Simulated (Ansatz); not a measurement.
Correlation energies of `CO[SiH](O)Cl` by basis set

```csv
atom,x (Å),y (Å),z (Å)
C1,-0.783,-0.104,-1.441
O2,-0.614,0.356,-0.117
Si3,0.719,0.207,0.796
O4,0.383,0.679,2.310
Cl5,1.316,-1.763,0.738
H6,-0.589,-1.178,-1.513
H7,-1.814,0.091,-1.736
H8,-0.116,0.423,-2.131
H9,1.846,1.028,0.325
H10,-0.347,0.261,2.769
```

The species carries charge 0 and has multiplicity 1. All single points use the PBE0-D4/def2-TZVP geometry. It is one conformer, not always the lowest. Frozen core, restricted reference, Ansatz 0.2.0. CBS rows extrapolate triple and quadruple zeta; past MP2 they add the triple-zeta difference.

```csv
basis,HF (Eh),MP2 corr.
def2-TZVPP,-939.20235,-0.95636
def2-QZVPP,-939.23414,-1.03644
```

(1) Estimate the CCSD correlation energy and the (T) correction in each basis where they were run (hartree).

## Answers

(1) 
```
     basis  CCSD corr.       (T)
def2-TZVPP    -0.99632  -0.03715
 CBS(def2)    -1.13573     as TZ
```
